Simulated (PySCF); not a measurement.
The same groups moved round the core (furan fluoro+boryl). Isolated molecules, 0 K electronic values unless said otherwise. One relaxed conformer stands for each flexible species; it need not be the lowest. Strings in code marks are SMILES.

The four lowest singlet excitations (Tamm–Dancoff). Method: B3LYP-D3(BJ)/def2-TZVP // B3LYP-D3(BJ)/def2-SVP (PySCF). B3LYP has the VWN-RPA correlation part, as in Gaussian. Excitations are Tamm–Dancoff values on a coarser integration grid. The basis has no diffuse functions, so Rydberg states are missing or too high.

```json
[
 {"state": "S1", "energy (eV)": "5.05", "wavelength (nm)": "246", "oscillator strength": "0.518"},
 {"state": "S2", "energy (eV)": "5.73", "wavelength (nm)": "216", "oscillator strength": "0.000"},
 {"state": "S3", "energy (eV)": "6.01", "wavelength (nm)": "206", "oscillator strength": "0.067"},
 {"state": "S4", "energy (eV)": "6.40", "wavelength (nm)": "194", "oscillator strength": "0.004"}
]
```

Problem. Name which member gives these states.
A. `Bc1cocc1F`
B. `Bc1occc1F`
C. `Bc1ccc(F)o1`
D. `Bc1cc(F)co1`

Solution. C, `Bc1ccc(F)o1`
